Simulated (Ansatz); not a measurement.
Consider the formal exchange of groups at a C–O bond: `CC(F)(F)OCF` + `C[S][AlH2]` → `C[S][AlH][CH2]F` + `CC(O)(F)F`.

Gas-phase electronic energies from Ansatz, PBE0-D4/def2-TZVP geometries. CCSD(T)/CBS adds triple-zeta CCSD(T) − MP2 to the extrapolated MP2 energy (def2 sets, frozen cores). Functionals use def2-TZVPP. B3LYP here is the variant with VWN-RPA as its local correlation; programs differ in this. One conformer a species, not always the lowest.

`CC(F)(F)OCF`:

Cartesian coordinates in Å:
```
C 1.232 -1.312 -0.193
C 0.037 -0.510 0.219
F -1.108 -1.067 -0.249
F -0.101 -0.515 1.576
O 0.157 0.780 -0.221
C -0.942 1.613 -0.032
F -1.734 1.605 -1.144
H 1.126 -2.328 0.185
H 2.132 -0.858 0.220
H 1.298 -1.328 -1.280
H -0.551 2.623 0.097
H -1.545 1.296 0.822
```

`C[S][AlH2]`:

Cartesian coordinates in Å:
```
C 1.340 -0.098 -0.327
S 0.333 -0.431 1.155
Al -1.663 0.092 0.493
H 2.090 0.653 -0.079
H 0.731 0.263 -1.154
H 1.840 -1.019 -0.624
H -1.830 0.606 -0.997
H -2.841 -0.067 1.533
```

`C[S][AlH][CH2]F`:

```xyz
11

C    -1.589   -1.298   -0.058
S    -0.104   -1.689   -1.042
Al    1.291   -0.075   -0.685
C     0.950    1.485    0.494
F    -0.308    1.497    1.107
H    -1.761   -2.119    0.638
H    -1.481   -0.369    0.495
H    -2.437   -1.222   -0.737
H     2.686   -0.166   -1.428
H     1.705    1.536    1.289
H     1.049    2.420   -0.073
```

`CC(O)(F)F`:

```xyz
9

C     0.702   -0.288   -0.715
C    -0.189    0.075    0.434
O    -1.368    0.579    0.000
F    -0.413   -1.012    1.230
F     0.428    0.976    1.254
H     0.902    0.600   -1.312
H     0.209   -1.038   -1.332
H     1.638   -0.689   -0.328
H    -1.908    0.797    0.769
```

**Question.** Is it downhill or uphill in electronic energy at CCSD(T)/CBS, and by how much? (An estimate is asked.)

**Answer.** The calculation gave: Downhill: ΔE = -7.4 kcal/mol.

**Question.** What do these levels give: PBE-D4, r2SCAN-D4, PBE0-D4, B3LYP-D4, B2PLYP, B3LYP, MP2/def2-TZVPP, HF/def2-QZVPP, MP2/def2-QZVPP, SCS-MP2/def2-QZVPP, HF/CBS(def2), CCSD/CBS(def2)? (An estimate is asked.)

**Answer.** Computed: PBE-D4 -8.1, r2SCAN-D4 -6.8, PBE0-D4 -7.4, B3LYP-D4 -7.5, B2PLYP -7.2, B3LYP -7.6, MP2/def2-TZVPP -7.0, HF/def2-QZVPP -3.4, MP2/def2-QZVPP -7.7, SCS-MP2/def2-QZVPP -6.9, HF/CBS(def2) -3.4, CCSD/CBS(def2) -7.3 kcal/mol.

Largest T1 diagnostic among the species: 0.012.

From PBE to PBE0 (25 % exact exchange), in def2-TZVPP and without D4, ΔE moves by +0.7 kcal/mol. In def2-TZVPP, CCSD(T) changes the Hartree–Fock value by −2.6 kcal/mol (the triples alone add −0.0 kcal/mol) and MP2 by −3.5 kcal/mol.
